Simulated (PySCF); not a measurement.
## Ir- (iridium, charge -1) across methods

[Xe] 4f14 5d8 6s2, high-spin 3F determinant. Computed with PySCF 2.14 in aug-cc-pVTZ-PP with one added diffuse shell each of s, p, d, f, g type with ECP60MDF (7s7p6d4f3g, 113 functions), with a scalar-relativistic core potential. The B2PLYP total includes its PT2 part (frozen core); its orbital energies are those of the SCF part.

| method | E (hartree) | mean ε 6s α (eV) | mean ε 6s β (eV) | mean ε 5d β (eV) | Σ⟨r²⟩ (bohr²) | ⟨S²⟩ |
| --- | --- | --- | --- | --- | --- | --- |
| PBE0 | -104.4613 | -0.481 | 0.163 | 0.181 | 76.24 | 2.017 |
| UHF | -103.62638 | -2.062 | -0.471 | -3.457 | 88.26 | 2.113 |
| PBE | -104.5157 | 0.083 | 0.636 | 1.367 | 77.20 | 2.016 |
| M06-2X | -104.3596 | -1.138 | -0.222 | -1.307 | 78.35 | 2.027 |
| LDA | -104.3083 | -0.093 | 0.407 | 1.355 | 75.88 | 2.012 |
| LC-wPBE | -104.4625 | -2.284 | -1.520 | -2.314 | 74.89 | 2.014 |
| B2PLYP | -104.2732 | -0.904 | -0.196 | -1.023 | 78.34 | 2.020 |
| r2SCAN | -104.5181 | -0.052 | 0.536 | 1.295 | 75.15 | 2.022 |

Energies and moments cover only the electrons outside the core potential. Spin-orbit coupling, absent here, splits the open shell strongly. ⟨S²⟩ = 2.11 against 2.00 shows spin contamination.

The highest occupied level is positive at PBE0, PBE, LDA, r2SCAN: only the finite basis holds that electron, which in a density functional comes from self-interaction.
